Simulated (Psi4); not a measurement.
Pair of molecules: CO (SMILES [C-]#[O+]) (first 2 atoms) with H4OSi (SMILES O[SiH3]); geometry from GFN2-xTB, rigid monomers moved along the line of their centres of mass till C1···O3 is 2.64 Å.
(charge 0, multiplicity 1):
```xyz
8

C      0.373    -0.358     0.698
O      1.439    -0.015     0.862
O     -0.744    -0.231     3.084
Si    -0.430     0.244     4.613
H     -1.610    -0.509     2.797
H     -1.236     1.422     4.937
H      0.993     0.532     4.549
H     -0.750    -0.844     5.538
```

Method: Psi4 1.11 with SAPT0/jun-cc-pV(D+d)Z.

### Question
Which attractive term is largest, and how does the interaction split up?

### Answer
electrostatics -4.57, exchange 7.22, induction -1.26, dispersion -1.72, total -0.33 kcal/mol; the largest attraction is electrostatics.
